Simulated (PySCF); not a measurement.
# Electronic structure of Be (beryllium, neutral) at the UHF level

Configuration: [He] 2s2, closed-shell 1S. All numbers are calculated (PySCF 2.14, no relativity, point nucleus, in cc-pVTZ (4s3p2d1f, 30 functions)).

```json
{
 "Total energy": "-14.572873 hartree",
 "One-electron energy": "-19.0621 hartree",
 "Hartree (Coulomb) energy": "7.1562 hartree",
 "Exchange energy": "-2.6669 hartree",
 "Kinetic energy": "14.57288 hartree",
 "⟨S²⟩": "0.0000",
 "⟨L²⟩": "0.000",
 "Sum of ⟨r⟩": "6.128 bohr",
 "Sum of ⟨r²⟩": "17.31 bohr²",
 "Density at the nucleus (Gaussians lack the cusp)": "34.4 bohr⁻³",
 "Langevin diamagnetic susceptibility": "-13.7 ×10⁻⁶ cm³/mol",
 "Time after the integrals": "0.05 s of wall time on 1 thread of Neoverse-V1 (shared host)"
}
```

| shell | electrons | mean orbital energy (hartree) | rms radius, mean of both spins (bohr) |
| --- | --- | --- | --- |
| 1s | 2 | -4.73256 | 0.483 |
| 2s | 2 | -0.30925 | 2.90 |
